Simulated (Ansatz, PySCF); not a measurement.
This PySCF input computes a PBE0/def2-TZVPD energy:

```python
from pyscf import gto, scf, dft

mol = gto.M(
    atom='''
    C    -1.54239160    0.14966775   -0.06167306
    C    -0.21272039   -0.48333741   -0.22325539
    C     0.97966684    0.23859983   -0.65101960
    O     0.89446574   -0.05956607    0.82943703
    H    -2.08877611   -0.28467441    0.77538915
    H    -2.11210549   -0.07007489   -0.97071802
    H    -1.48426528    1.23432464    0.03979722
    H    -0.16506973   -1.56499507   -0.25622852
    H     0.91132549    1.29676390   -0.87149703
    H     1.82265005   -0.29118867   -1.07286526
    H     0.61318598    0.72679204    1.33631456
    ''',
    basis='def2-tzvpd',
    charge=1,
    spin=0,
    verbose=4,
)

mf = dft.RKS(mol, xc='pbe0').density_fit(auxbasis='def2-universal-jkfit')
mf.grids.level = 3
mf.conv_tol = 1e-9
mf.max_cycle = 100
mf.max_memory = 1500
mf.kernel()
if not mf.converged:
    mf = mf.newton()
    mf.kernel(mf.make_rdm1())
mf.analyze()
```

Q: Write an input for the same energy in Ansatz (an electronic-structure program) and say what it gives.

A: 
Ansatz 0.2 input:
```yaml
crystal:
  periodic: [false, false, false]
  atoms:
    - {symbol: C, position_ang: [-1.54239160, 0.14966775, -0.06167306]}
    - {symbol: C, position_ang: [-0.21272039, -0.48333741, -0.22325539]}
    - {symbol: C, position_ang: [0.97966684, 0.23859983, -0.65101960]}
    - {symbol: O, position_ang: [0.89446574, -0.05956607, 0.82943703]}
    - {symbol: H, position_ang: [-2.08877611, -0.28467441, 0.77538915]}
    - {symbol: H, position_ang: [-2.11210549, -0.07007489, -0.97071802]}
    - {symbol: H, position_ang: [-1.48426528, 1.23432464, 0.03979722]}
    - {symbol: H, position_ang: [-0.16506973, -1.56499507, -0.25622852]}
    - {symbol: H, position_ang: [0.91132549, 1.29676390, -0.87149703]}
    - {symbol: H, position_ang: [1.82265005, -0.29118867, -1.07286526]}
    - {symbol: H, position_ang: [0.61318598, 0.72679204, 1.33631456]}
basis:
  gaussian:
    orbitals: def2-TZVPD
hamiltonian:
  xc: {name: PBE0}
total_charge: 1
output: {forces: true}
```
It gives -193.27450 Eh, and PySCF -193.27459 Eh, a difference of 0.09 mEh, from the treatment of integrals and grids.

It need not be the lowest isomer of its formula.
